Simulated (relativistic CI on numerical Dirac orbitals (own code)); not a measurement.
## What each ingredient does to the levels of Re⁴²⁺

Base calculation: Dirac-Coulomb-Breit CI, separate exchange-only KLI orbitals for each configuration, QED by a radiative potential, unscaled Slater integrals.

CI space (outside the closed core [Ar] 3d10): 4s2 4p3, 4s 4p4, 4s2 4p2 4d, 4p5, 4s 4p3 4d, 4s2 4p2 4f, 4s 4p3 4f, 4p4 4d, 4s 4p2 4d2, 4s2 4p 4d 4f, 4p4 4f, 4s2 4p 4d2, 4s2 4d3, 4s 4p 4d3, 4s2 4d2 4f, 4s 4p 4d2 4f, 4p3 4d2, 4p2 4d3, 4p2 4d2 4f. Double excitations out of closed p, d and f shells are left out; levels of such configurations are missing from the list, as are those of other unlisted configurations, and high levels can miss mixing partners.

Variants: (1) P86 correlation estimate; (2) Breit term removed. Shifts of the energy above 4s2 4p3 2P°_3/2, in eV, for the lowest level and the first level of each name with at least 55 % of one term (blank where a level changes its place among those of its configuration and J or its character, or is not in the variant):

| Level | Base | Δ(1) | Δ(2) |
| --- | --- | --- | --- |
| 4s2 4p3 2P°_3/2 | 0.000 | 0.000 | 0.000 |
| 4s2 4p3 2D°_5/2 | 101.409 | +0.002 | +1.163 |
| 4s2 4p3 2P°_1/2 | 108.763 | +0.001 | +1.079 |
| 4s 4p4 2S_1/2 | 212.215 | +0.082 | +0.112 |
| 4s2 4p2 4d 4D_1/2 | 252.832 | +0.176 | +1.582 |
| 4s2 4p2 4d 2G_9/2 | 280.246 | +0.178 | +2.241 |
| 4s 4p4 2D_5/2 | 311.125 | +0.101 | +1.438 |
| 4s2 4p2 4d 4F_9/2 | 378.999 | +0.179 | +3.280 |
| 4p5 2P°_3/2 | 424.867 | +0.187 | +0.550 |

At this charge energies of transitions that change n are usually good to better than 1 %, and those within a shell (Δn = 0) to a few per cent.

Ionisation energy from the two ground configurations alone: base 2080.32 eV; P86 correlation estimate 2081.99 eV; Breit term removed 2082.09 eV. The NIST ASD value (theoretical) is 2080 eV.

LS names give the leading component of a level, which can be under half, so a name can repeat, a term be missing and a line seem to break the LS rules.
